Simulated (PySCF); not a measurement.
F4Hf, singlet, geometry from GFN2-xTB (such geometries of metal compounds can be far from the true shape) (core potentials on Hf). Base run: PySCF with B3LYP/def2-SVP.

Here is a job for PySCF.
```python
from pyscf import gto, scf, dft

mol = gto.Mole()
mol.atom = '''
    Hf   -0.000000    0.000000    0.000000
    F     1.205187    0.854949   -1.064829
    F     0.873966   -1.170589    1.087741
    F    -1.190075   -0.908014   -1.037548
    F    -0.889078    1.223654    1.014636
'''
mol.basis = 'def2-svp'
mol.ecp = {'Hf': 'def2-svp'}
mol.charge = 0
mol.spin = 0
mol.verbose = 4
mol.build()

mf = dft.RKS(mol)
mf.xc = 'b3lyp'
mf.kernel()
mf.analyze()
```

The base run was repeated with changes; each row names its change, and settings that it needs were set with it.

```
change                                     E (Eh)  HOMO (eV)  HOMO-LUMO gap (eV)  core-seconds (rough)
-------------------------------------  ----------  ---------  ------------------  --------------------
base                                   -447.41503     -11.68               10.73                     3
functional = hse06                     -447.04409     -11.63               10.68                     8
functional = scan                      -447.32064     -10.48                9.78                     5
functional = b97m_v                    -447.24582     -10.67                9.56                   100
functional = pw91,pw91                 -447.34692     -10.01                8.50                     3
functional = tpssh                     -447.37635     -10.89               10.08                     5
functional = blyp                      -447.35728      -9.82                8.47                     4
functional = pbe                       -447.05066      -9.92                8.64                     3
functional = b3lyp; dispersion = d3bj  -447.41943     -11.68               10.73                     4
functional = b97-1                     -447.27484     -11.65               11.02                     3
functional = m062x                     -447.15491     -14.03               13.77                     5
functional = x3lyp                     -447.26821     -11.79               10.80                     3
functional = mn12l                     -446.84786     -10.87                9.52                     5
```

Absolute energies of different levels of theory aren't comparable as measures of quality.
